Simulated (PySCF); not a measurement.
CH₂F, SMILES [CH2]F (connectivity only; charge and spin as stated), charge +1, multiplicity 1.

The structure is a stationary point at PBE0-D3(BJ)/def2-TZVPD. The multiplicity is an assumed one; other spin states were not compared. The isomer is the one that the SMILES or the coordinates give; other isomers of the formula were not compared.

Two levels are set side by side: PBE/def2-TZVPD (PySCF) and ωB97X/def2-TZVPD (PySCF). Same geometry, gas phase. Differences are taken from unrounded values.

```csv
quantity,ωB97X
orbital gap (eV),13.24
highest occupied level (eV),-22.40
lowest empty level (eV),-9.16
mean polarisability (bohr³),10.5
```

Problem. What does PBE give, and how far is it from ωB97X? (Estimate from the structure and the level; the computed values follow.)

Solution. 
```csv
quantity,PBE,PBE minus ωB97X
orbital gap (eV),4.79,-8.45
highest occupied level (eV),-18.01,4.39
lowest empty level (eV),-13.22,-4.07
mean polarisability (bohr³),10.8,0.3
```

PBE's occupied levels lie high since its potential decays too fast outside the molecule; exact exchange lowers them and widens the gap. Differences between two approximate levels are no errors against the true value.

Rough cost on one machine, each run with all the roots and properties that it gave: ωB97X against PBE within a factor of 2.
